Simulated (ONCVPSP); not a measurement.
**Before and after: ONCV potential for Xe (Z = 54)**

ONCVPSP 4.0.1 input, shortened (lines: element, Z, core and valence counts, functional; n l f; lmax; l rc ep ncon nbas qcut; lloc lpopt rc5 dvloc0; l nproj debl; icmod fcfact rcfact), BLYP, fully relativistic:

```
  Xe 54.00    6    5  -106131      upf
    1    0    2.00
    2    0    2.00
    2    1    6.00
    3    0    2.00
    3    1    6.00
    3    2   10.00
    4    0    2.00
    4    1    6.00
    4    2   10.00
    5    0    2.00
    5    1    5.75
    2
    0    1.30    0.00    5   10   10.20
    1    1.20    0.00    4    8   10.50
    2    1.25    0.00    5   10   12.00
    4    5    1.15    0.00
    0    3    3.70
    1    2    0.40
    2    2    1.50
    1    0.75    0.00
```

Open shells are filled in proportion to 2j + 1.

In the d channel the program set the typed energies aside and used -2.229, 0.250 Ha (j = l + 1/2; the other j can differ).

All-electron outer shells of the reference configuration (BLYP, scalar-relativistic, ld1.x):

```json
{"shell": "3p", "level (eV)": "-918.97", "outermost node (bohr)": "0.12", "outermost maximum (bohr)": "0.27"}
{"shell": "3d", "level (eV)": "-655.91", "outermost node (bohr)": "–", "outermost maximum (bohr)": "0.23"}
{"shell": "4s", "level (eV)": "-199.53", "outermost node (bohr)": "0.36", "outermost maximum (bohr)": "0.66"}
{"shell": "4p", "level (eV)": "-143.36", "outermost node (bohr)": "0.36", "outermost maximum (bohr)": "0.69"}
{"shell": "4d", "level (eV)": "-61.55", "outermost node (bohr)": "0.34", "outermost maximum (bohr)": "0.75"}
{"shell": "5s", "level (eV)": "-21.84", "outermost node (bohr)": "0.85", "outermost maximum (bohr)": "1.63"}
{"shell": "5p", "level (eV)": "-10.15", "outermost node (bohr)": "0.92", "outermost maximum (bohr)": "1.89"}
```

Change: s: rc 1.7.

Cutoffs: the cutoffs (Ha) at which the residual kinetic energy of the hardest occupied pseudo-wave falls to 1 and 0.1 mHa per electron; they do not see the model core or the augmentation charge, which bear on the density cutoff. Errors are all-electron minus pseudo energies relative to the spin-unpolarised reference configuration.

Problem. How do hardness, ghosts and transferability respond?

Solution. The potential gets neither clearly harder nor softer (56 Ha and 64 Ha → 56 Ha and 64 Ha); the d channel sets the loose cutoff, while the largest relative change is in s, which becomes softer; of the 4 tests that both files solve, the error grows in 1 and shrinks in 0 by more than 15 % and 0.3 meV (median size 1.2 → 1.3 meV); neither file shows a bound ghost.

| quantity | base | changed |
| --- | --- | --- |
| cutoff, loose | 56 Ha | 56 Ha |
| cutoff, tight | 64 Ha | 64 Ha |
| loose cutoff by channel | s 41 Ha, p 32 Ha, d 56 Ha | s 30 Ha, p 32 Ha, d 56 Ha |
| bound ghosts | none | none |
| GHOST(+) flags under 300 eV | none | none |
| error for 4s2 4p6 4d10 5s2 5p6, meV [ΔE -2.28 eV] | -0.2 | -0.1 |
| error for 4s2 4p6 4d10 5s2 5p5, meV [ΔE 10.10 eV] | +0.7 | +0.7 |
| error for 4s2 4p6 4d10 5s2 5p4, meV [ΔE 31.71 eV] | +1.7 | +1.9 |
| error for 4s2 4p6 4d10 5s2 5p3, meV [ΔE 63.32 eV] | +2.7 | +3.2 |
| p3/2: phases at 1.22 bohr within 0.05 rad from the reference energy up to (Ha; the scan ends near 5) | to the end of the scan | to the end of the scan |
| p1/2: phases at 1.22 bohr within 0.05 rad from the reference energy up to (Ha; the scan ends near 5) | to the end of the scan | to the end of the scan |
| d5/2: phases at 1.27 bohr within 0.05 rad from the reference energy up to (Ha; the scan ends near 5) | to the end of the scan | to the end of the scan |
| d3/2: phases at 1.27 bohr within 0.05 rad from the reference energy up to (Ha; the scan ends near 5) | to the end of the scan | to the end of the scan |
| rms error of d²Exc/dni dnj with the model core, mHa | 3.59 | 3.32 |
